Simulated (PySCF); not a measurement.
Input of a run (PBE0-D3(BJ)/def2-SVP geometry optimisation, gas phase (PySCF 2.14.0)), started from GFN2-xTB:
```
{"job": {"xc": "PBE0", "basis": "def2-SVP", "d3": "d3bj", "grid": 1, "maxiter": 30, "shake": 0.01, "kind": "geom"}, "charge": 0, "multiplicity": 1}
C     -1.047380     0.184780     0.053940
Ge     0.802910    -0.359390    -0.127600
Br     2.114760     1.337200     0.613780
H     -1.265740     0.440890     1.085260
H     -1.743470    -0.578640    -0.300050
H     -1.254250     1.109810    -0.545440
H      1.185040    -1.553440     0.722130
H      1.263260    -0.600340    -1.554490
```

Output (energies in Eh, forces in Eh/bohr):
```
step   0  E = -4691.10675259  max force = 0.017074
step   1  E = -4691.10865953  max force = 0.005048
step   2  E = -4691.10898743  max force = 0.001608
step   3  E = -4691.10903962  max force = 0.001271
step   4  E = -4691.10905453  max force = 0.000973
step   5  E = -4691.10906423  max force = 0.000453
step   6  E = -4691.10906547  max force = 0.000553
step   7  E = -4691.10906595  max force = 0.000430
optimisation converged
```

Problem. Summarise the run.

Solution. The energy falls by 6.1 kJ/mol over 8 energy and gradient evaluations, the largest force component goes from 0.0171 to 4.3e-04 Eh/bohr, and the atoms move by 0.041 Å rms after alignment. The bond that changes most is Ge2–Br3 (ends: germanium bonded to Br, C and 2 H; bromine bonded to Ge), which lengthens by 0.049 Å. Bonds longer at the end by more than 0.005 Å: 5 of 7; shorter: 1. Among the angles that change most is H4–C1–H6, from 106.0° to 109.0°. The energy never rose by more than 1e-6 Eh on the way. The first step brought 82 % of the lowering.

Problem. What are the final bond lengths?

Solution. C1–Ge2 1.941 Å, Ge2–Br3 2.318 Å, C1–H4 1.099 Å, C1–H5 1.100 Å, C1–H6 1.098 Å, Ge2–H7 1.538 Å, Ge2–H8 1.538 Å. Numbering counts from 1 in the input's order; the species is `[CH3][GeH2][Br]` (methylgermylbromide).

The run used 103 basis functions and 46 SCF cycles in all.

Not checked by PBE0-D3(BJ)/def2-SVP frequencies.
